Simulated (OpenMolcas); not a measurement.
## Pm3+ in a ligand field

Pm3+ with 8 ligands (fluoride) in square antiprismatic coordination (D4d) at 2.4 Å, a polar angle of 60.2° against the regular 57.3°. A charge of +0.625 e stands 2.4 Å behind each ligand. Ligand basis ANO-RCC-VDZP.
```
Pm    0.0000    0.0000    0.0000
F     1.9234    0.7967    1.1940
F    -0.7967    1.9234    1.1940
F    -1.9234   -0.7967    1.1940
F     0.7967   -1.9234    1.1940
F     1.9234   -0.7967   -1.1940
F     0.7967    1.9234   -1.1940
F    -1.9234    0.7967   -1.1940
F    -0.7967   -1.9234   -1.1940
```

```
Program             : OpenMolcas 26.06
Method              : CASSCF
Basis               : ANO-RCC-VDZP [7s6p4d2f1g]
Scalar Hamiltonian  : DKH2, point nucleus
Active space        : 4 electrons in 7 orbitals (4f)
State averaging     : 2S+1 = 5 even, 35 roots (32 in the spin-orbit step); 2S+1 = 3 even, 117 roots kept (CI in the orbitals of an earlier block, 106 in the spin-orbit step); 2S+1 = 1 even, 75 roots kept (CI in the orbitals of an earlier block, 31 in the spin-orbit step)
Spin-orbit coupling : RASSI with atomic mean-field integrals over the reference wave functions
```

The lowest spin-free states, above the lowest:

```
   State  Degeneracy  E (cm-1)  Free-ion L (%)
2S+1 = 5           2       0.0         I (100)
2S+1 = 5           2      48.0         I (100)
2S+1 = 5           1      92.1         I (100)
2S+1 = 5           2     170.3         I (100)
2S+1 = 5           1     299.3         I (100)
2S+1 = 5           1     300.6         I (100)
2S+1 = 5           2     335.3         I (100)
2S+1 = 5           2     423.4         I (100)
2S+1 = 5           2     15097         F (100)
2S+1 = 5           1     15114         F (100)
2S+1 = 5           1     15253         S (100)
2S+1 = 5           2     15344         F (100)
2S+1 = 5           2     15374         F (100)
2S+1 = 3           2     18131         K (100)
2S+1 = 3           3     18137         K (100)
2S+1 = 3           1     18140         K (100)
2S+1 = 3           2     18143         K (100)
2S+1 = 3           1     18145         K (100)
2S+1 = 3           2     18151         K (100)
2S+1 = 3           2     18185         K (100)
```

The lowest levels with spin-orbit coupling:

| E (cm-1) | Degeneracy | 2S+1 | J | |mJ| (%) | g |
| --- | --- | --- | --- | --- | --- |
| 0.0 | 1 | 5 | 4.01 | 4 (100) |  |
| 0.3 | 1 | 5 | 4.01 | 4 (100) |  |
| 113.8 | 2 | 5 | 4.02 | 3 (100) | 0.00 0.00 3.25 |
| 127.0 | 1 | 5 | 4.01 | 0 (100) |  |
| 196.3 | 2 | 5 | 4.01 | 1 (100) | 0.00 0.00 1.50 |
| 282.3 | 2 | 5 | 4.01 | 2 (100) | 0.00 0.00 2.49 |
| 1566 | 2 | 5 | 5.01 | 5 (100) | 0.00 0.00 8.89 |
| 1707 | 1 | 5 | 5.01 | 4 (100) |  |
| 1708 | 1 | 5 | 5.01 | 4 (100) |  |
| 1744 | 2 | 5 | 5.00 | 3 (100) | 0.00 0.00 5.61 |
| 1744 | 2 | 5 | 5.01 | 2 (100) | 0.00 0.00 3.66 |
| 1772 | 2 | 5 | 5.01 | 1 (100) | 0.00 0.00 1.70 |
| 1780 | 1 | 5 | 5.01 | 0 (100) |  |
| 3297 | 2 | 5 | 6.01 | 6 (100) | 0.00 0.00 12.78 |
| 3428 | 2 | 5 | 6.01 | 5 (100) | 0.00 0.00 10.48 |
| 3470 | 1 | 5 | 6.00 | 4 (100) |  |
| 3471 | 1 | 5 | 6.00 | 4 (100) |  |
| 3475 | 2 | 5 | 6.01 | 3 (100) | 0.00 0.00 6.54 |
| 3488 | 2 | 5 | 6.01 | 2 (100) | 0.00 0.00 4.30 |
| 3506 | 2 | 5 | 6.01 | 1 (100) | 0.00 0.00 2.10 |

Electric-dipole absorption from the lowest level at this geometry, strongest bands:

| E (cm-1) | λ (nm) | f |
| --- | --- | --- |
| 17175 | 582 | 1.00e-06 |
| 18078 | 553 | 4.50e-06 |
| 18914 | 529 | 1.86e-06 |
| 19149 | 522 | 1.69e-06 |
| 19176 | 521 | 2.80e-06 |

Powder χT (cm3 K/mol): 0.695 at 2 K, 0.717 at 10 K, 0.802 at 50 K, 0.853 at 100 K, 0.92 at 200 K, 0.968 at 300 K. The effective moment at 300 K is 2.828 √(χT) = 2.78 μB.

Hund's rules give f4 the level 5I4 with g = 0.600, so an isolated free-ion multiplet has χT = g² J(J+1) / 8 = 0.900 cm3 K/mol. The computed 0.968 at 300 K differs by +8 %, through the field's splitting, the mixing of terms and any other multiplet in reach.

Stevens parameters of the J = 4 multiplet, which is 282 cm-1 wide (cm-1, z along the main axis): B20 = -4.376e+00, B40 = -4.302e-02, B60 = 2.568e-03.

Metal share of the active 4f orbitals (Löwdin): 100, 100, 100, 100, 100, 100, 100 %; Mulliken charge of the metal 2.55.

High states are left out of the spin-orbit mixing, which shifts the levels that they would mix with. Without dynamic correlation the ligand-field splitting of an f shell can come out too small, at times by half. A group larger than the point group allows holds several states that coincide in this model. The first state left out of the spin-orbit step lies near 39000 cm-1 above the lowest spin-free state of the reference (among the parities and spins computed), and the lists stop at four fifths of that energy or lower. No measured value stands beside these numbers; the geometry was imposed, not optimised, and the real ion may take another.

With an even number of electrons the g values are those of a degenerate or nearly degenerate non-Kramers pair.
